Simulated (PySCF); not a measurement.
## Ni²⁺ (nickel, charge +2) across methods

[Ar] 3d7 4p1, one real determinant (an excited configuration). Computed with PySCF 2.14 in def2-QZVPPD (11s6p5d4f2g, 100 functions), with no relativity, point nucleus. The B2PLYP total includes its PT2 part (frozen core); its orbital energies are those of the SCF part.

```csv
method,E (hartree),mean ε 3d α (eV),mean ε 3d β (eV),mean ε 4p α (eV),Σ⟨r²⟩ (bohr²),⟨S²⟩
PBE,-1506.568,-38.072,-35.223,-18.348,21.19,6.001
B2PLYP,-1506.574,-44.472,-41.112,-19.628,21.30,6.002
B3LYP,-1506.877,-40.652,-37.756,-18.940,21.18,6.001
BP86,-1507.035,-38.130,-35.423,-18.453,21.12,6.001
BLYP,-1506.902,-37.918,-35.279,-18.220,21.19,6.001
UHF,-1505.58922,-49.966,-45.855,-20.690,21.53,6.003
PBE0,-1506.615,-41.261,-38.131,-19.058,21.20,6.001
LDA,-1504.105,-38.365,-35.203,-18.421,21.10,6.001
```

(1) Estimate the same row for r2SCAN.

⟨L²⟩ = 13.87 against 20 for a pure G term, so this real determinant mixes terms.

Answers

(1) E (hartree) = -1506.825; mean ε 3d α (eV) = -38.658; mean ε 3d β (eV) = -35.702; mean ε 4p α (eV) = -18.484; Σ⟨r²⟩ (bohr²) = 21.11; ⟨S²⟩ = 6.001.
